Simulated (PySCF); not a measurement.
**Working out the ionisation energy of Ge**

Ge [Ar] 3d10 4s2 4p2 (3P) → Ge⁺ [Ar] 3d10 4s2 4p1 (2P). Computed with PySCF 2.14 in cc-pVDZ-DK (5s4p2d, 27 functions), with the spin-free X2C one-electron Hamiltonian (Gaussian nucleus). Frozen: [Ar] 3d10. Energies in hartree (1 hartree = 27.21139 eV):

```csv
part,Ge (lower),Ge⁺ (upper)
UHF,-2096.958818,-2096.686758
CCSD correlation,-0.055499,-0.045890
(T),-0.000679,-0.000422
```

Task: What does Hartree-Fock give?

Result: (-2096.686758) − (-2096.958818) = 0.272060 hartree = 7.403 eV.

Task: What do CCSD and CCSD(T) give?

Result: The CCSD correlation energies differ by 0.009609 hartree = 0.261 eV and the triples by 0.000257 hartree = 0.007 eV, so CCSD gives 7.664 eV and CCSD(T) 7.671 eV.

Measured between the centres of the two terms (NIST): 7.925 eV, so CCSD(T) (valence) is off by -0.254 eV.

A double-zeta basis recovers only part of the correlation energy.

What remains against the reference includes basis incompleteness, the frozen core and higher excitations.
